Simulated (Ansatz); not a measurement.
Isomers of C$_{2}$H$_{9}$AlSi$_{2}$, relaxed with PBE0-D4/def2-TZVP in Ansatz; electronic energies, one conformer each and not always the lowest. Functionals use def2-TZVPP; CBS adds triple-zeta CCSD(T) − MP2 to the MP2 limit of def2-TZVPP and def2-QZVPP.

(1) Order them by energy at frozen-core CCSD(T)/CBS, lowest first. (An estimate is asked.)
A. `CC[SiH]1[AlH][SiH2]1`
B. `C[SiH2][Al]1[CH2][SiH2]1`
C. `[AlH2][C@@H]1[SiH2][C@H]1[SiH3]`
D. `C[C@@H]1[AlH][Si@H]1[SiH3]`

(2) How do PBE-D4, B3LYP-D4, B2PLYP, B3LYP place them (kJ/mol, against `C[SiH2][Al]1[CH2][SiH2]1`)? (An estimate is asked.)

Results:

(1) B (0.0 kJ/mol), C (12.5 kJ/mol), A (17.7 kJ/mol), D (50.2 kJ/mol).

(2) Ansatz gave: 
```csv
isomer,PBE-D4,B3LYP-D4,B2PLYP,B3LYP
`C[C@@H]1[AlH][Si@H]1[SiH3]`,48.7,48.6,52.1,54.7
`CC[SiH]1[AlH][SiH2]1`,6.7,20.0,22.8,24.6
`[AlH2][C@@H]1[SiH2][C@H]1[SiH3]`,38.9,16.4,16.7,28.0
```

B3LYP here is the variant with VWN-RPA as its local correlation; programs differ in this.
